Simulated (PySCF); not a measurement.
ClGaH2. Atoms are numbered in the order given.

```xyz
4

Ga     0.0000     0.0000    -0.7101
H      0.0000    -1.4105    -1.3691
H      0.0000     1.4105    -1.3691
Cl     0.0000     0.0000     1.4560
```

Geometry: B3LYP-D3(BJ)/def2-TZVP.

All values below come from PySCF with TDA-ωB97X/def2-TZVPD.

Vertical excitations.  State labels are in the subgroup C2v.

```csv
state,symmetry,energy (eV),λ (nm),f,main pairs
S1,A2,5.44,228,0.000,HOMO→LUMO 94 %
S2,A1,6.82,182,0.037,HOMO−1→LUMO 91 %
S3,B1,6.83,182,0.017,HOMO−2→LUMO 97 %
S4,A2,6.90,180,0.000,HOMO−3→LUMO 93 %
S5,B2,7.42,167,0.070,"HOMO→LUMO+1 67 %, HOMO→LUMO+2 19 %"
S6,B1,7.96,156,0.059,"HOMO−1→LUMO+1 74 %, HOMO−1→LUMO+2 16 %"
S7,B2,8.32,149,0.078,"HOMO→LUMO+2 65 %, HOMO→LUMO+3 14 %, HOMO→LUMO+1 12 %"
S8,B2,8.72,142,0.011,"HOMO→LUMO+3 38 %, HOMO−3→LUMO+1 30 %, HOMO−3→LUMO+2 18 %"
S9,A1,9.08,137,0.623,"HOMO−2→LUMO+1 51 %, HOMO−2→LUMO+2 20 %, HOMO→LUMO+4 11 %"
S10,B1,9.13,136,0.058,"HOMO−1→LUMO+2 57 %, HOMO−1→LUMO+3 18 %, HOMO−1→LUMO+1 16 %"
T1,A2,5.17,240,0,HOMO→LUMO 88 %
T2,A1,6.24,199,0,HOMO−1→LUMO 95 %
T3,B1,6.46,192,0,HOMO−2→LUMO 95 %
T4,A2,6.67,186,0,HOMO−3→LUMO 87 %
```
Triplets are in the Tamm–Dancoff approximation.
